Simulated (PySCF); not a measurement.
C$_{3}$F$_{5}$ (SMILES F[C](F)C(F)=C(F)F), doublet (typed; the unrestricted solution is spin-contaminated), at a GFN2-xTB geometry; PySCF with CCSD/STO-3G.

The PySCF input:
```python
from pyscf import gto, scf, cc

mol = gto.Mole()
mol.atom = '''
    F     2.31105681   -0.60630354    0.44802213
    C     1.21661307   -0.19266073   -0.15737279
    F     1.43520919    0.16637079   -1.40914534
    C    -0.02232275   -0.14002458    0.44908467
    F    -0.08594854   -0.53913187    1.72909540
    C    -1.20234980    0.28213038   -0.12957288
    F    -1.29668040    0.70258278   -1.37774912
    F    -2.35826408    0.31018513    0.50168426
'''
mol.basis = 'sto-3g'
mol.spin = 1
mol.verbose = 4
mol.build()

mf = scf.UHF(mol)
mf.kernel()

mycc = cc.CCSD(mf)
mycc.level_shift = 0.2
mycc.kernel()
print('E(CCSD) = %.10f' % mycc.e_tot)
```

The log (banner, timings and long lists left out):

```
PySCF version 2.14.0

[INPUT] verbose = 4
[INPUT] num. atoms = 8
[INPUT] num. electrons = 63
[INPUT] charge = 0
[INPUT] spin (= nelec alpha-beta = 2S) = 1
[INPUT] symmetry False subgroup None
[INPUT] Mole.unit = angstrom
[INPUT] Symbol           X                Y                Z      unit          X                Y                Z       unit  Magmom
[INPUT]  1 F      2.311056810000  -0.606303540000   0.448022130000 AA    4.367264429211  -1.145747638954   0.846639123444 Bohr   0.0
[INPUT]  2 C      1.216613070000  -0.192660730000  -0.157372790000 AA    2.299065501866  -0.364076014659  -0.297391472559 Bohr   0.0
[INPUT]  3 F      1.435209190000   0.166370790000  -1.409145340000 AA    2.712152300559   0.314395228228  -2.662898762307 Bohr   0.0
[INPUT]  4 C     -0.022322750000  -0.140024580000   0.449084670000 AA   -0.042183883847  -0.264608106907   0.848647033041 Bohr   0.0
[INPUT]  5 F     -0.085948540000  -0.539131870000   1.729095400000 AA   -0.162419201406  -1.018811579325   3.267516749245 Bohr   0.0
[INPUT]  6 C     -1.202349800000   0.282130380000  -0.129572880000 AA   -2.272111827926   0.533149149619  -0.244857256371 Bohr   0.0
[INPUT]  7 F     -1.296680400000   0.702582780000  -1.377749120000 AA   -2.450370827091   1.327689034036  -2.603568505161 Bohr   0.0
[INPUT]  8 F     -2.358264080000   0.310185130000   0.501684260000 AA   -4.456473240599   0.586164943613   0.948045852405 Bohr   0.0

nuclear repulsion = 390.2760024575
number of shells = 24
number of NR pGTOs = 120
number of NR cGTOs = 40
basis = sto-3g
ecp = {}

******** <class 'pyscf.scf.uhf.UHF'> ********
method = UHF
initial guess = minao
damping factor = 0
level_shift factor = 0
DIIS = <class 'pyscf.scf.diis.CDIIS'>
diis_start_cycle = 1
diis_space = 8
diis_damp = 0
SCF conv_tol = 1e-09
SCF conv_tol_grad = None
SCF max_cycles = 50
direct_scf = True
direct_scf_tol = 1e-13
number electrons alpha = 32  beta = 31
Set gradient conv threshold to 3.16228e-05
init E= -603.882852790388

cycle= 1 E= -602.045423495628  delta_E= 1.84  |g|= 0.593  |ddm|= 2.97
cycle= 2 E= -602.288163408488  delta_E= -0.243  |g|= 0.203  |ddm|= 1.03
cycle= 3 E= -602.319972200493  delta_E= -0.0318  |g|= 0.0636  |ddm|= 0.297
cycle= 4 E= -602.328764034905  delta_E= -0.00879  |g|= 0.0343  |ddm|= 0.177
cycle= 5 E= -602.332067551435  delta_E= -0.0033  |g|= 0.0191  |ddm|= 0.117
cycle= 6 E= -602.333260995312  delta_E= -0.00119  |g|= 0.00456  |ddm|= 0.111
cycle= 7 E= -602.333295908337  delta_E= -3.49e-05  |g|= 0.00204  |ddm|= 0.0115
cycle= 8 E= -602.333305015183  delta_E= -9.11e-06  |g|= 0.000743  |ddm|= 0.0083
cycle= 9 E= -602.333306280818  delta_E= -1.27e-06  |g|= 0.000236  |ddm|= 0.00282
cycle= 10 E= -602.333306397889  delta_E= -1.17e-07  |g|= 6.83e-05  |ddm|= 0.000876
cycle= 11 E= -602.33330640653  delta_E= -8.64e-09  |g|= 1.84e-05  |ddm|= 0.000245
cycle= 12 E= -602.333306407063  delta_E= -5.34e-10  |g|= 8.52e-06  |ddm|= 4.7e-05
Extra cycle  E= -602.333306407156  delta_E= -9.3e-11  |g|= 5.4e-06  |ddm|= 1.44e-05
converged SCF energy = -602.333306407156  <S^2> = 1.0110613  2S+1 = 2.2459397

******** <class 'pyscf.cc.uccsd.UCCSD'> ********
CC2 = 0
CCSD nocc = (np.int64(32), np.int64(31)), nmo = (40, 40)
max_cycle = 50
direct = 0
conv_tol = 1e-07
conv_tol_normt = 1e-06
diis_space = 6
diis_start_cycle = 0
diis_start_energy_diff = 1e+09
Init t2, MP2 energy = -0.208697375269576
Init E_corr(UCCSD) = -0.20869737529418
cycle = 1  E_corr(UCCSD) = -0.236477115962884  dE = -0.0277797407  norm(t1,t2) = 0.0920896
cycle = 2  E_corr(UCCSD) = -0.25189181147843  dE = -0.0154146955  norm(t1,t2) = 0.0481095
cycle = 3  E_corr(UCCSD) = -0.269686703477121  dE = -0.017794892  norm(t1,t2) = 0.0333194
cycle = 4  E_corr(UCCSD) = -0.270962971499187  dE = -0.00127626802  norm(t1,t2) = 0.0152981
cycle = 5  E_corr(UCCSD) = -0.271944999881147  dE = -0.000982028382  norm(t1,t2) = 0.00792624
cycle = 6  E_corr(UCCSD) = -0.272670225842289  dE = -0.000725225961  norm(t1,t2) = 0.0032552
cycle = 7  E_corr(UCCSD) = -0.272627343850395  dE = 4.28819919e-05  norm(t1,t2) = 0.000858781
cycle = 8  E_corr(UCCSD) = -0.272660093333818  dE = -3.27494834e-05  norm(t1,t2) = 0.000349596
cycle = 9  E_corr(UCCSD) = -0.272657135894779  dE = 2.95743904e-06  norm(t1,t2) = 0.000127822
cycle = 10  E_corr(UCCSD) = -0.272661709359119  dE = -4.57346434e-06  norm(t1,t2) = 4.4307e-05
cycle = 11  E_corr(UCCSD) = -0.272661402431385  dE = 3.06927734e-07  norm(t1,t2) = 1.50509e-05
cycle = 12  E_corr(UCCSD) = -0.272660599637212  dE = 8.02794173e-07  norm(t1,t2) = 6.28563e-06
cycle = 13  E_corr(UCCSD) = -0.272659905557131  dE = 6.94080081e-07  norm(t1,t2) = 3.8345e-06
cycle = 14  E_corr(UCCSD) = -0.272659584684479  dE = 3.20872652e-07  norm(t1,t2) = 2.31837e-06
cycle = 15  E_corr(UCCSD) = -0.272659468864298  dE = 1.1582018e-07  norm(t1,t2) = 1.17049e-06
cycle = 16  E_corr(UCCSD) = -0.272659400559693  dE = 6.83046057e-08  norm(t1,t2) = 5.76448e-07
UCCSD converged
E(UCCSD) = -602.605965807716  E_corr = -0.2726594005596927
E(CCSD) = -602.6059658077
```
